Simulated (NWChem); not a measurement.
Species: SbH3O2; SMILES [SbH]([OH])[OH]

```xyz
6

Sb    -0.2834    -0.0070     0.0261
H     -0.3872    -0.0757    -1.6963
O      0.9242    -1.5937    -0.0110
H      1.0676    -1.9148     0.8875
O      1.0844     1.4297     0.1037
H      1.7442     1.3268    -0.5942
```
Atoms are numbered in this order, from 1.

Level: PBE0/def2-SVP with def2 effective core potentials on Sb (NWChem), optimised geometry, unscaled harmonic frequencies. def2 effective core potentials on Sb; no spin-orbit coupling.

List the harmonic frequencies with IR intensities, and the thermochemistry.


```
frequency (cm⁻¹)  IR intensity (km/mol)
----------------  ---------------------
185                                 7.6
310                               108.9
331                               140.5
610                               100.5
620                                88.6
651                                26.7
698                                 1.6
902                                18.2
927                               103.7
1921                              255.4
3870                               74.0
3882                               76.1
```

- zero-point energy = 21.3 kcal/mol
- thermal correction to the enthalpy at 298.15 K (with zero-point energy) = 24.9 kcal/mol
- heat capacity Cv = 15.8 cal/(mol K)
- entropy at 298.15 K and 1 atm (symmetry number 1) = 72.4 cal/(mol K)

Rigid rotor and harmonic oscillator.
